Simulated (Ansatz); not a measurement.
Species: sum formula YOF (charge -1, doublet). The spin state was set by rule; other spins were not relaxed. 
Structure (B3LYP-D3(BJ)/def2-TZVP (Ansatz, a program for electronic structure) minimum search):
```
Y
O 1 1.8694
F 1 2.0957 2 114.79
```
Charge -1, spin multiplicity 2.

Basis-set convergence of Hartree-Fock and CCSD correlation energies (hartree) with Ansatz. Correlated levels leave the core frozen unless marked. Open shells are spin-unrestricted. Spin-orbit coupling is left out. Frozen are the shells of the preceding noble gas and the d and f shells that filled before the atom's block. Past Kr the def2 sets carry scalar-relativistic core potentials. This anion needs diffuse functions, which these sets lack.

```tsv
basis	functions	E(HF)	E(corr, CCSD)
def2-SVP	59	-212.14717	-0.44589
def2-TZVPP	118	-212.38280	-0.56680
def2-QZVPP	195	[?]	[?]
```

**Question.** Some entries are withheld; supply them.

**Answer.** 
- def2-QZVPP, E(HF): -212.39578
- def2-QZVPP, E(corr, CCSD): -0.61042
